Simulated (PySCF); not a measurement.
Compound: 3,3,3-trifluoropropanal, C3H3F3O.
Bonds: O1–C2 (double), C2–C3, C3–C4, C4–F5, C4–F6, C4–F7. Hydrogens: H8 on C2; H9, H10 on C3.

The same species was optimised twice, with GFN2-xTB and with PBE0-D3(BJ)/def2-SVP (PySCF), and the same property calculations (PySCF, gas phase) were run on both structures.

| coordinate | GFN2-xTB | PBE0-D3(BJ)/def2-SVP | change |
| --- | --- | --- | --- |
| C3–C4 (Å) | 1.517 | 1.507 | -0.010 |
| C4–F6 (Å) | 1.340 | 1.332 | -0.008 |
| O1=C2 (Å) | 1.192 | 1.198 | +0.006 |
| C2–C3 (Å) | 1.518 | 1.512 | -0.006 |
| C4–F7 (Å) | 1.341 | 1.339 | -0.002 |
| C4–F5 (Å) | 1.338 | 1.336 | -0.002 |
| C3–C4–F5 (°) | 112.4 | 111.1 | -1.3 |
| C2–C3–C4 (°) | 111.9 | 113.0 | +1.1 |
| F5–C4–F6 (°) | 106.8 | 107.9 | +1.1 |
| F6–C4–F7 (°) | 106.7 | 107.7 | +1.0 |
| C3–C4–F7 (°) | 112.2 | 111.2 | -1.0 |
| O1–C2–C3 (°) | 124.0 | 123.2 | -0.8 |
| F5–C4–F7 (°) | 106.6 | 107.3 | +0.7 |
| C3–C4–F6 (°) | 111.8 | 111.5 | -0.3 |
| O1–C2–C3–C4 (°) | -144 | -141 | +3 |
| C2–C3–C4–F5 (°) | 61 | 58 | -3 |

Rotational constants: A = 5229, B = 1604, C = 1590 MHz (GFN2-xTB) against A = 5214, B = 1622, C = 1606 MHz (PBE0-D3(BJ)/def2-SVP). Point groups within 0.08 Å: C1 and C1.

On the GFN2-xTB structure: lowest singlet, TDDFT (eV) 4.30 [PBE0/def2-SVPD]; lowest triplet, Tamm–Dancoff (eV) 3.63 [PBE0/def2-SVPD]; isotropic polarisability (au) 42.3 [PBE0/def2-SVPD]; HOMO (eV) -8.25 [PBE0/def2-SVPD]; LUMO (eV) -1.51 [PBE0/def2-SVPD]; dipole (D) 1.55 [PBE0/def2-SVPD]; HOMO (eV) -8.13 [PBE0/pcSseg-1]; LUMO (eV) -1.31 [PBE0/pcSseg-1]; dipole (D) 1.52 [PBE0/pcSseg-1]; GIAO shielding of O1 (ppm) -396.5 [PBE0/pcSseg-1]; GIAO shielding of C2 (ppm) -10.7 [PBE0/pcSseg-1]; GIAO shielding of C3 (ppm) 134.5 [PBE0/pcSseg-1]; GIAO shielding of C4 (ppm) 53.1 [PBE0/pcSseg-1]; GIAO shielding of F5/F6/F7 (mean) (ppm) 249.5 [PBE0/pcSseg-1].

Problem. What do these properties become on the PBE0-D3(BJ)/def2-SVP structure?

Solution. 
```json
{"property": "lowest singlet, TDDFT (eV)", "level": "PBE0/def2-SVPD", "on GFN2-xTB": "4.30", "on PBE0-D3(BJ)/def2-SVP": "4.27", "change": "-0.03"}
{"property": "lowest triplet, Tamm–Dancoff (eV)", "level": "PBE0/def2-SVPD", "on GFN2-xTB": "3.63", "on PBE0-D3(BJ)/def2-SVP": "3.59", "change": "-0.04"}
{"property": "isotropic polarisability (au)", "level": "PBE0/def2-SVPD", "on GFN2-xTB": "42.3", "on PBE0-D3(BJ)/def2-SVP": "42.4", "change": "+0.1"}
{"property": "HOMO (eV)", "level": "PBE0/def2-SVPD", "on GFN2-xTB": "-8.25", "on PBE0-D3(BJ)/def2-SVP": "-8.23", "change": "+0.02"}
{"property": "LUMO (eV)", "level": "PBE0/def2-SVPD", "on GFN2-xTB": "-1.51", "on PBE0-D3(BJ)/def2-SVP": "-1.52", "change": "-0.01"}
{"property": "dipole (D)", "level": "PBE0/def2-SVPD", "on GFN2-xTB": "1.55", "on PBE0-D3(BJ)/def2-SVP": "1.64", "change": "+0.09"}
{"property": "energy, GFN2-xTB geometry as zero (kcal/mol)", "level": "PBE0/def2-SVPD", "on GFN2-xTB": "0.0", "on PBE0-D3(BJ)/def2-SVP": "-0.4", "change": "-0.4"}
{"property": "HOMO (eV)", "level": "PBE0/pcSseg-1", "on GFN2-xTB": "-8.13", "on PBE0-D3(BJ)/def2-SVP": "-8.10", "change": "+0.03"}
{"property": "LUMO (eV)", "level": "PBE0/pcSseg-1", "on GFN2-xTB": "-1.31", "on PBE0-D3(BJ)/def2-SVP": "-1.32", "change": "-0.01"}
{"property": "dipole (D)", "level": "PBE0/pcSseg-1", "on GFN2-xTB": "1.52", "on PBE0-D3(BJ)/def2-SVP": "1.60", "change": "+0.08"}
{"property": "energy, GFN2-xTB geometry as zero (kcal/mol)", "level": "PBE0/pcSseg-1", "on GFN2-xTB": "0.0", "on PBE0-D3(BJ)/def2-SVP": "-0.3", "change": "-0.3"}
{"property": "GIAO shielding of O1 (ppm)", "level": "PBE0/pcSseg-1", "on GFN2-xTB": "-396.5", "on PBE0-D3(BJ)/def2-SVP": "-407.7", "change": "-11.2"}
{"property": "GIAO shielding of C2 (ppm)", "level": "PBE0/pcSseg-1", "on GFN2-xTB": "-10.7", "on PBE0-D3(BJ)/def2-SVP": "-12.5", "change": "-1.8"}
{"property": "GIAO shielding of C3 (ppm)", "level": "PBE0/pcSseg-1", "on GFN2-xTB": "134.5", "on PBE0-D3(BJ)/def2-SVP": "133.5", "change": "-1.0"}
{"property": "GIAO shielding of C4 (ppm)", "level": "PBE0/pcSseg-1", "on GFN2-xTB": "53.1", "on PBE0-D3(BJ)/def2-SVP": "54.9", "change": "+1.8"}
{"property": "GIAO shielding of F5/F6/F7 (mean) (ppm)", "level": "PBE0/pcSseg-1", "on GFN2-xTB": "249.5", "on PBE0-D3(BJ)/def2-SVP": "253.0", "change": "+3.5"}
```

The heavy atoms differ by 0.036 Å rms after alignment. Among bonds between heavy atoms C3–C4 changes most (-0.010 Å). Changes are differences of the printed values. Neither structure is proved a minimum here.

Conformer computed: `[O:1]=[CH:2][CH2:3][C:4]([F:5])([F:6])[F:7]`: O1–C2–C3–C4 -141°, C2–C3–C4–F5 58°.
